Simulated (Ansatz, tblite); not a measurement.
Forces on Si(CCH)2Me2 (C₆H₈Si) at its PBE0-D4/def2-SVP geometry. Charge 0, multiplicity 1.

The xTB rows come from tblite. LC-ωPBE has ω = 0.4 bohr⁻¹.

GFN1-xTB (tblite), largest force 0.77 eV/Å:

```xyz
15
positions Å, forces eV/Å
Si    0.004   -0.047   -0.042   -0.039    0.482    0.439
C    -0.121   -0.245    1.786   -0.055   -0.047    0.769
C    -0.205   -0.389    2.992    0.008    0.020   -0.119
H    -0.279   -0.516    4.057    0.038    0.059   -0.529
C     0.000    1.758   -0.411   -0.004    0.761   -0.133
C     0.000    2.946   -0.676    0.002   -0.112    0.052
H     0.001    3.998   -0.902   -0.002   -0.524    0.102
C    -1.483   -0.844   -0.851   -0.197   -0.088   -0.089
H    -1.449   -0.700   -1.942   -0.238   -0.174    0.174
H    -2.415   -0.400   -0.471   -0.001   -0.243   -0.230
H    -1.502   -1.925   -0.639   -0.224    0.174   -0.192
C     1.614   -0.794   -0.634    0.210   -0.079   -0.063
H     1.653   -1.866   -0.387    0.238    0.177   -0.171
H     2.471   -0.296   -0.156    0.041   -0.250   -0.218
H     1.711   -0.681   -1.725    0.222   -0.156    0.208
```

GFN2-xTB (tblite), largest force 2.00 eV/Å:

```
Si -0.023 0.290 0.265
C -0.138 -0.221 1.982
C 0.051 0.089 -0.747
H 0.059 0.100 -0.827
C -0.001 1.954 -0.424
C 0.002 -0.732 0.182
H -0.002 -0.817 0.172
C -0.667 -0.376 -0.379
H -0.146 -0.142 0.445
H 0.330 -0.266 -0.238
H -0.121 0.442 -0.174
C 0.725 -0.353 -0.282
H 0.123 0.441 -0.172
H -0.285 -0.289 -0.267
H 0.094 -0.122 0.465
```

LC-ωPBE/def2-TZVP (Ansatz), largest force 1.75 eV/Å:

```
Si 0.013 -0.164 -0.146
C -0.122 -0.175 1.732
C 0.110 0.168 -1.565
H 0.023 0.042 -0.327
C -0.002 1.706 -0.367
C 0.003 -1.538 0.351
H -0.002 -0.324 0.063
C -0.022 0.000 0.000
H -0.014 -0.049 0.337
H 0.287 -0.140 -0.122
H 0.002 0.335 -0.067
C 0.021 0.002 0.002
H -0.008 0.331 -0.080
H -0.263 -0.158 -0.149
H -0.026 -0.037 0.338
```
